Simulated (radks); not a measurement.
Task: These are the eigenvalues of the occupied orbitals of an atom or ion with whole-number occupations (eV). All-electron calculation, scalar-relativistic Kohn-Sham, LDA (Slater exchange, Perdew-Wang correlation), spin-unpolarised, spherical densities, finite nucleus; Fermi nuclear charge, rms radius of each element as measured or else 0.836 A^(1/3) + 0.57 fm. Program: a radial shooting solver on a logarithmic mesh with Libxc functionals.

orbital  eigenvalue
1s        -37243.37
2s        -5909.868
2p        -5305.345
3s        -1267.530
3p        -1073.648
3d        -791.1471
4s        -269.0446
4p        -206.3964
4d        -115.3488
5s         -58.0872
5p         -42.3479

Which element is it, and in what charge state? The configuration may be excited.

Result: Z = 56, barium, charge +3: Ba3+ in [Kr] 4d10 5s2 5p5. The list shows which subshells hold electrons but not how many an open one holds; the 1s level, -1368.7 hartree, gives Z - s = 52.3 by -(Z - s)^2/2, which with screening and relativity narrows Z to a few neighbours, and the depths of the outer levels then fix element, charge and occupations together.
